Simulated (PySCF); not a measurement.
Molecule: SMILES O=C([O-])C1(CCl)CC1, [C$_{5}$H$_{6}$ClO$_{2}$]-.

Bonds (- single, = double, # triple, : aromatic): O1=C2, C2-O3, C2-C4, C4-C5, C5-Cl6, C4-C7, C7-C8, C8-C4. C5 carries H9, H10; C7 carries H11, H12; C8 carries H13, H14. Formal charges: O3 -1.

Total charge -1.

Frames of a GFN2-xTB Langevin trajectory at 200 K; GIAO PBE0/pcSseg-1 shieldings in PySCF 2.14, gas phase, non-relativistic; equivalent atoms averaged within each frame.

Chemical shifts δ = σref − σ; $^{17}$O (σ = 336.08 ppm) against H2O; $^{13}$C (σ = 186.93 ppm), $^{1}$H (σ = 31.72 ppm) vs TMS; $^{35}$Cl (σ = 949.78 ppm) against HCl, all at this level. The references are static minima.

Question: How do the shifts (ppm) fluctuate along the trajectory?

Answer: 
```csv
time (fs),O1,O3,C2,C5,C4,C7/C8,Cl6,H9/H10,H11/H14,H12/H13
250,338.9,302.5,175.0,59.3,37.0,11.2,16,5.21,0.97,0.46
425,340.9,297.1,172.2,73.2,24.6,18.8,86,4.99,1.40,0.81
625,315.9,287.1,166.7,64.8,29.5,18.1,66,5.20,1.61,0.08
800,313.6,283.7,165.5,44.3,29.1,8.6,8,4.04,1.17,0.55
1000,319.4,273.1,163.4,49.3,19.0,12.6,8,4.13,0.94,0.80
mean of frames,325.7,288.7,168.6,58.2,27.8,13.8,37,4.71,1.22,0.54
standard deviation,13.1,11.5,4.8,11.6,6.7,4.4,36,0.58,0.29,0.30
```

5 frames give an uncertainty of the mean of about the standard deviation over 2.2 at best, since frames this close in time may not be independent; classical motion lacks zero-point vibration, and the reference would need the same averaging.
